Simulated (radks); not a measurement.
Q: The strontium ion Sr+, [Kr] 5s1. Method: non-relativistic Kohn-Sham, LDA (Slater exchange, Perdew-Wang correlation), spin-polarised, spherical densities, point nucleus; computed with a radial shooting solver on a logarithmic mesh with Libxc functionals. Every spin shell is full or empty, so the densities are truly spherical. Functionals are evaluated on that one density, not self-consistently. Rank these orbital-free kinetic functionals by their error against the exact value of the orbitals, and give that value: Thomas-Fermi, von Weizsacker, APBEK, Perdew 92, Thakkar, Pearson, LKT, PG1, DePristo-Kress.

A: Exact: 3126.79 hartree. From best to worst, with 100 (|E| - |E exact|)/|E exact| (equal figures are ties): DePristo-Kress -0.07, APBEK +0.12, Thakkar -0.49, Perdew 92 -0.70, Pearson -1.03, Thomas-Fermi -5.76, PG1 +16.80, LKT +21.29, von Weizsacker -54.53.
